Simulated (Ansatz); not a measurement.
`F[SiH2]N[SiH2][SiH3]` + `CN[SiH](O)O` → `O[SiH](O)N[SiH2]F` + `CN[SiH2][SiH3]`  (redistribution)

Isolated molecules relaxed with PBE0-D4/def2-TZVP in Ansatz; ΔE leaves out vibrations. CBS: MP2 limit from def2 TZ/QZ plus the TZ coupled-cluster correction, frozen cores. Functionals use def2-TZVPP. B3LYP here is the variant with VWN-RPA as its local correlation; programs differ in this. One conformer a species, not always the lowest.

```csv
level,ΔE (kJ/mol),difference from CCSD(T)/CBS
PBE-D4,0.8,-2.6
r2SCAN-D4,0.6,-2.8
PBE0-D4,2.0,-1.4
B3LYP-D4,2.1,-1.3
ωB97X-V,2.2,-1.2
ωB97M-V,1.6,-1.8
B2PLYP,3.4,0.0
PBE,1.9,-1.5
r2SCAN,0.8,-2.6
PBE0,3.0,-0.4
B3LYP,3.9,0.5
HF/def2-TZVPP,6.2,2.8
MP2/def2-TZVPP,2.7,-0.7
SCS-MP2/def2-TZVPP,3.5,0.1
CCSD/def2-TZVPP,3.6,0.2
CCSD(T)/def2-TZVPP,2.7,-0.7
HF/def2-QZVPP,6.5,3.1
MP2/def2-QZVPP,3.3,-0.1
SCS-MP2/def2-QZVPP,4.0,0.6
HF/CBS(def2),6.5,3.1
MP2/CBS(def2),3.4,0.0
CCSD/CBS(def2),4.3,0.9
CCSD(T)/CBS,3.4,0
```

Largest T1 diagnostic among the species: 0.012.

In def2-TZVPP, CCSD(T) changes the Hartree–Fock value by −3.5 kJ/mol (the triples alone add −0.9 kJ/mol) and MP2 by −3.4 kJ/mol.
